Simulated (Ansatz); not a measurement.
Calculated with Ansatz (gas phase, PBE0-D4/def2-TZVP geometries, no zero-point term in ΔE). CBS: MP2 limit from def2 TZ/QZ plus the TZ coupled-cluster correction, frozen cores. Functionals use def2-TZVPP. One conformer a species, not always the lowest.

Consider the isomerisation: `B[SiH](C)CC` → `CBC[SiH2]C`.

| level | ΔE (kJ/mol) |
| --- | --- |
| B2PLYP | -114.4 |
| PBE | -112.3 |
| PBE0 | -112.7 |
| HF/def2-TZVPP | -107.3 |

(1) What does CCSD(T)/CBS give? (Best estimate.)

Largest T1 diagnostic among the species: 0.010.

## Answers

(1) The calculation gave: -110.6 kJ/mol. The listed levels differ from it by -3.8, -1.7, -2.1, 3.3 kJ/mol.
